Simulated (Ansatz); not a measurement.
# Which method gave which barrier?

Saddle point of SiH₃BrF₂, closed shell (SiHBrF₂ ([F][SiH]([F])[Br]) + H₂ → SiH₂F₂ ([F][SiH2][F]) + HBr; bonds formed: Si1–H7, Br2–H6; bonds broken: Si1–Br2, H6–H7), PBE0-D4/def2-TZVP structure:

```
atom    x (Å)    y (Å)    z (Å)
 Si1  -0.3873   0.1733   0.2804
 Br2   0.8358  -1.9544  -0.5862
  F3  -1.5862  -0.1242  -0.6915
  F4  -0.6050   1.7200   0.6167
  H5  -0.2792  -0.4278   1.6046
  H6   1.0783  -0.1474  -0.6783
  H7   0.9435   0.7605  -0.5455
```

Computed with Ansatz 0.2.0 (basis: def2-TZVPP, with def2-QZVPP for the basis limit); correlated methods freeze the cores. Filled d shells of the heavier atoms are correlated. The def2 sets are not built for correlating such inner shells, so the correlated values are less sure here. Extrapolation: Hartree–Fock as exp(−7.88 √X), correlation as X^−2.97. Four methods, as single points on the PBE0-D4 structures, gave these electronic barriers from the start structure: 152.0, 201.6, 228.5, 276.1 kJ/mol.

(1) The methods were, in alphabetical order, HF, MP2, PBE0-D4, SPW92. Which gave which? (A judgement: the text doesn't fix the answer.)

No T1 diagnostic of these runs exceeds 0.011.

## Answers

(1) By the calculation: SPW92 152.0; PBE0-D4 201.6; MP2 228.5; HF 276.1 kJ/mol. For comparison, CCSD(T) at an estimated basis limit (MP2 extrapolated from triple and quadruple zeta, plus CCSD(T) − MP2 in triple zeta) gives 225.6 kJ/mol.

Labels in which every atom is bracketed show which atoms are joined, not bond orders.

For scale, one of the runs: CCSD(T)/def2-TZVPP, 194 basis functions, launched by `ansatz run in.yaml --threads 4 --pin off --events-out ev --progress --plain --max-ram 9574MiB`. The run took 95 s on 4 CPU threads of an Arm Neoverse V1 (shared host), with 2.3 GiB of host memory at its peak.
